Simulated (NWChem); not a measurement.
# C2H3BaFO2

```xyz
9

Ba     0.3031    -0.8510    -0.0003
F     -1.3165    -2.3940     0.0011
C     -0.3386     3.5702     0.0003
C     -0.1337     2.0753     0.0001
O     -0.0665     1.4698    -1.1079
O     -0.0643     1.4698     1.1082
H      0.0839     4.0207     0.9075
H      0.0909     4.0215    -0.9033
H     -1.4220     3.7696    -0.0043
```
Atoms are numbered in this order, from 1.

All runs: NWChem. All runs use the structure optimised with PBE0/def2-SVP. Not confirmed as a minimum by frequencies. def2 effective core potentials on Ba; no spin-orbit coupling. Level SCAN/def2-SVP: energy and gradient on several grids; changes count from the extra-fine grid, which is no exact limit either.

| grid | size of the energy change (μHa) | largest change of a gradient component (μHa/bohr) | time, medium = 1 (rough) |
|---|---|---|---|
| xcoarse | 20000 | 7000 | about 1 |
| coarse | 20000 | 900 | about 1 |
| medium | 3000 | 2000 | about 1 |
| fine | 1000 | 700 | about 1 |
| xfine | < 10 | < 30 | 3 |
